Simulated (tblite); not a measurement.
C₆H₁₄OSi₂.
SMILES with atom numbers: `[O:1]=[CH:2][C@@H:3]1[CH2:4][CH2:5][CH2:6][C@H:7]1[SiH2:8][SiH3:9]` (hydrogens: H10 on C2; H11 on C3; H12, H13 on C4; H14, H15 on C5; H16, H17 on C6; H18 on C7; H19, H20 on Si8; H21, H22, H23 on Si9)

Structure optimised with GFN2-xTB, isolated species.

(1) What internal coordinates does the optimisation give?

Results:

(1) 
```
            bond  length (pm)   order
           O1=C2        120.3  double
           C2–C3        149.0  single
           C3–C4        153.7  single
           C4–C5        153.2  single
           C5–C6        152.6  single
           C6–C7        152.6  single
          C7–Si8        191.1  single
         Si8–Si9        231.1  single
           C3–C7        155.3  single
          C2–H10        110.9  single
          C3–H11        109.4  single
          C4–H12        109.0  single
          C4–H13        109.1  single
          C5–H14        109.2  single
          C5–H15        108.9  single
          C6–H16        108.9  single
          C6–H17        109.1  single
          C7–H18        109.7  single
         Si8–H19        147.6  single
         Si8–H20        147.2  single
Si9–H21, Si9–H23        146.0  single
         Si9–H22        147.4  single
```

Bonds in one row agree within 1 pm and their mean is given. Orders are formal, as drawn. A selection of angles:
```
      angle  degrees
   O1–C2–C3    124.6
  O1–C2–H10    120.2
  C3–C2–H10    115.1
   C2–C3–C4    115.3
   C2–C3–C7    105.7
  C2–C3–H11    108.6
   C4–C3–C7    106.5
  C4–C3–H11    110.9
  C7–C3–H11    109.5
   C3–C4–C5    105.6
  C3–C4–H12    109.8
  C3–C4–H13    111.8
  C5–C4–H12    110.0
  C5–C4–H13    111.8
 H12–C4–H13    107.7
   C4–C5–C6    103.3
  C4–C5–H14    110.2
  C4–C5–H15    112.4
  C6–C5–H14    109.6
  C6–C5–H15    112.9
 H14–C5–H15    108.3
   C5–C6–C7    103.5
  C5–C6–H16    113.0
  C5–C6–H17    109.8
  C7–C6–H16    112.0
  C7–C6–H17    110.1
 H16–C6–H17    108.5
  C6–C7–Si8    116.5
  C6–C7–H18    107.5
 Si8–C7–H18    109.3
   C3–C7–C6    103.3
  C3–C7–Si8    111.9
  C3–C7–H18    107.9
 C7–Si8–Si9    113.5
 C7–Si8–H19    103.4
 C7–Si8–H20    104.1
Si9–Si8–H19    114.3
Si9–Si8–H20    115.2
H19–Si8–H20    105.0
Si8–Si9–H21    113.8
Si8–Si9–H22    106.0
H21–Si9–H22    105.5
H21–Si9–H23    110.7
```

Dihedral angles: O1–C2–C3–C4 -171° (antiperiplanar); C2–C3–C4–C5 -111° (anticlinal); C3–C4–C5–C6 -29° (synperiplanar); C4–C5–C6–C7 42° (synclinal); C5–C6–C7–Si8 -161° (antiperiplanar); C6–C7–Si8–Si9 177° (antiperiplanar); C2–C3–C7–C6 143° (anticlinal).

Si9 (SiH3 silicon) is distorted tetrahedral (angles from 105.5° to 114.2°). Of the pairs four or more bonds apart, O1···Si9 is among the closest relative to their van der Waals radii: 2.85 Å, 79 % of the sum of Bondi's values. The 6 C–C bonds span 1.490 Å (C2–C3, drawn single) to 1.553 Å (C3–C7, drawn single), a spread of 0.063 Å. Si8 (SiH2 silicon) is distorted tetrahedral (angles from 103.4° to 115.2°). The 5-membered ring C3–C4–C5–C6–C7 has internal angles of 103.3° to 106.5° (sum 522°, against 540° for a flat polygon); it is puckered, 0.18 Å rms from its mean plane, widest ring torsion 42°.

Point group: C1 (no symmetry element, even within 0.4 Å). Its GFN2-xTB frequencies are all real (lowest 27 cm⁻¹). One conformer, not necessarily the lowest. 3 starts were optimised and ended at 0.00, 1.45 and 2.27 kcal/mol (GFN2-xTB); the lowest of these is shown.

The numbers are calculated, not measured.
